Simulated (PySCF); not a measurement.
Hf(Cl)2(OSiH3) (Cl2H3HfOSi), SMILES [SiH3][O][Hf]([Cl])[Cl] (connectivity only; charge and spin as stated), neutral, multiplicity 2.

Coordinates come from a PBE0-D3(BJ)/def2-SVP optimisation. The spin state was assumed, not searched. The isomer is the one that the SMILES or the coordinates give; other isomers of the formula were not compared. The def2 effective core potentials stand for the cores of Hf; spin–orbit coupling is left out. Other conformers were not sampled.

The numbers are results of TDA-CAM-B3LYP/def2-SVPD (PySCF 2.14.0), not measurements.

Vertical excitations. The molecule is in vacuum.

Computed excitation energies, oscillator strengths and character:
| state | energy (eV) | λ (nm) | f | main pairs |
|---|---|---|---|---|
| root 1 | 1.55 | 799 | 0.000 | α HOMO→LUMO 99 % |
| root 2 | 1.98 | 626 | 0.000 | α HOMO→LUMO+1 96 % |
| root 3 | 3.15 | 394 | 0.007 | α HOMO→LUMO+2 64 %, α HOMO→LUMO+4 27 % |
| root 4 | 3.25 | 382 | 0.003 | α HOMO→LUMO+5 92 % |
| root 5 | 4.45 | 278 | 0.243 | α HOMO→LUMO+3 93 % |
| root 6 | 4.63 | 268 | 0.001 | α HOMO→LUMO+4 62 %, α HOMO→LUMO+2 25 % |
| root 7 | 5.60 | 221 | 0.037 | α HOMO→LUMO+6 77 % |
| root 8 | 5.81 | 213 | 0.038 | α HOMO→LUMO+7 87 % |
| root 9 | 5.88 | 211 | 0.002 | β HOMO→LUMO 83 %, β HOMO−2→LUMO 12 % |
| root 10 | 6.08 | 204 | 0.055 | β HOMO−1→LUMO 56 %, β HOMO−3→LUMO 39 % |
Unrestricted roots are not spin-pure.
